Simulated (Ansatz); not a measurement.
System: C$_{4}$H$_{4}$N (charge -1, singlet). It need not be the lowest isomer of its formula. Whether it binds its extra electron was not tested at this geometry. SMILES: C(/C#N)=C/[CH2-]
Structure (B3LYP-D3(BJ)/def2-TZVP (Ansatz, an electronic-structure program) minimum search):
```xyz
9

C     -1.8925    -0.2490     0.1583
C     -0.7750    -1.0286     0.1930
C      0.5969    -0.6980     0.0575
C      1.0710     0.5926    -0.1520
N      1.4741     1.6774    -0.3284
H     -1.8361     0.8227     0.0064
H     -2.8755    -0.6857     0.2830
H     -0.9470    -2.0950     0.3517
H      1.3367    -1.4857     0.1180
```
Charge -1, spin multiplicity 1.

Parts of the frozen-core correlation energy in cc-pwCVTZ (Ansatz, hartree). Frozen orbitals: 5; correlated occupied orbitals by spin: 13 and 13; virtual: 253 and 253. No spin-orbit coupling. Non-relativistic.

| term | value |
|---|---|
| reference (HF) | -208.27997 |
| MP2 opposite-spin | -0.64212 |
| MP2 same-spin | -0.21266 |
| CCSD correlation | -0.86977 |
| (T) | -0.04616 |
| T1 diagnostic | 0.015 |
| largest doubles amplitude | 0.071 |
